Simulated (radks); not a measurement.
The numbers below are computed, except where a source is named.
Ta41+, configuration [Ar] 3d10 4s2 4p2 (the NIST ground configuration). Level of theory: Dirac Kohn-Sham, LB94 model potential, spin-unpolarised, spherical densities, finite nucleus; open shells fill j = l - 1/2 first; Fermi nuclear charge, rms radius 5.3507 fm (a radial shooting solver on a logarithmic mesh with Libxc functionals).

Normalised radial functions P(r) = r R(r) (large component), r in bohr:

```
   r/bohr * 3s1/2, o 3d3/2, + 3d5/2 (the largest magnitude, 2.48, reaches the edge; | marks zero, & curves that meet)
0.0006898                             & *
0.0008769                             &  *
 0.001115                             &   *
 0.001417                             &   *
 0.001802                             &    *
  0.00229                             &     *
 0.002911                             &      *
 0.003701                             &       *
 0.004705                             &        *
 0.005981                             &         *
 0.007604                             &         *
 0.009666                             &         *
  0.01229                             &        *
  0.01562                             |&    *
  0.01986                             |& *
  0.02525                          *  | &
  0.03209                     *       |  +o
   0.0408                *            |    +o
  0.05186             *               |        &
  0.06593               *             |            +o
  0.08382                       *     |                 +o
   0.1066                             |      *               &
   0.1355                             |                   *     &
   0.1722                             |                         &*
   0.2189                             |                    o+   *
   0.2783                             |             o+  *
   0.3538                             |      o+*
   0.4497                             |  &
   0.5717                             |&
   0.7268                             &
   0.9239                             &
    1.175                             &
```

3s1/2: eigenvalue -4510.5 eV, 2 radial nodes at r = 0.0225, 0.0943 bohr, <r> = 0.201 bohr, 90 % of the charge inside 0.295 bohr. 3d3/2: eigenvalue -3639.3 eV, 0 radial nodes, <r> = 0.178 bohr, 90 % of the charge inside 0.276 bohr. 3d5/2: eigenvalue -3576.2 eV, 0 radial nodes, <r> = 0.183 bohr, 90 % of the charge inside 0.282 bohr.
